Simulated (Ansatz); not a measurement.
Stretching the Si2–F1 bond in FH3Si (SMILES F[SiH3]) (multiplicity 1 held, fragments rigid). Energies count from the point at 1.606 Å.
Geometry at that point (charge 0, multiplicity 1):
```xyz
5

F      1.09031    -0.01711    -0.17021
Si    -0.49647     0.00779     0.07751
H     -0.94495     1.41511     0.06668
H     -0.77053    -0.61594     1.38810
H     -1.14675    -0.75426    -1.00795
```

Restricted levels (R-, RO-) in cc, def2 and unpolarised 6-31G sets keep to the state of the molecule at rest. U- levels take the lowest unrestricted solution at each point, which mixes spins at long bonds. Active spaces are followed from a long bond inwards. Curves can end on different states.

Correlated levels freeze the cores.

Codes used: Ansatz (Gaussian orbitals). 

Energies in kcal/mol.

| R (Å) | R-MP2/cc-pV(D+d)Z | U-MP2/cc-pV(D+d)Z | U-CCSD(T)/cc-pV(D+d)Z | CASSCF(6,4)/cc-pV(D+d)Z | SC-NEVPT2 on CASSCF(6,4)/cc-pV(D+d)Z | FIC-MRCISD+Q on CASSCF(6,4)/cc-pV(D+d)Z |
|---|---|---|---|---|---|---|
| 1.285 | 86.6 | 86.6 | 86.5 | 83.2 | 87.1 | 86.2 |
| 1.446 | 17.8 | 17.8 | 17.9 | 17.1 | 18.7 | 17.8 |
| 1.606 | 0.0 | 0.0 | 0.0 | 0.0 | 0.0 | 0.0 |
| 1.767 | 5.0 | 5.0 | 4.9 | 5.0 | 1.2 | 5.0 |
| 1.927 | 20.1 | 20.1 | 19.7 | 19.4 | 15.7 | 19.7 |
| 2.168 | 48.5 | 48.5 | 47.4 | 45.9 | 40.8 | 47.4 |
| 2.409 | 76.3 | 86.0 | (withheld) | 70.4 | 67.8 | 73.9 |
| 2.811 | 114.5 | 129.1 | (withheld) | 98.7 | 104.3 | 107.3 |
| 3.212 | 142.3 | 138.3 | 128.4 | 112.0 | 123.8 | 124.9 |
| 3.694 | 164.0 | 141.1 | (withheld) | 117.4 | 131.8 | 132.1 |
| 4.337 | 176.1 | 141.9 | 134.8 | 118.9 | 137.0 | 134.2 |
| 5.140 | 173.1 | 142.1 | 135.0 | 119.2 | 137.3 | 134.6 |

Q: Some entries are withheld; supply them.

A: 
- 2.811, U-CCSD(T)/cc-pV(D+d)Z: 109.9
- 2.409, U-CCSD(T)/cc-pV(D+d)Z: 74.6
- 3.694, U-CCSD(T)/cc-pV(D+d)Z: 133.7

Doubts at one or more of the structures used: a restricted determinant that unrestricted orbitals would lower (R-MP2/cc-pV(D+d)Z); a spin-contaminated determinant (U-MP2/cc-pV(D+d)Z, U-CCSD(T)/cc-pV(D+d)Z); T1 above 0.05 (U-CCSD(T)/cc-pV(D+d)Z); active orbitals that take no part (CASSCF(6,4)/cc-pV(D+d)Z, SC-NEVPT2 on CASSCF(6,4)/cc-pV(D+d)Z, FIC-MRCISD+Q on CASSCF(6,4)/cc-pV(D+d)Z).

Ansatz is an electronic-structure program.
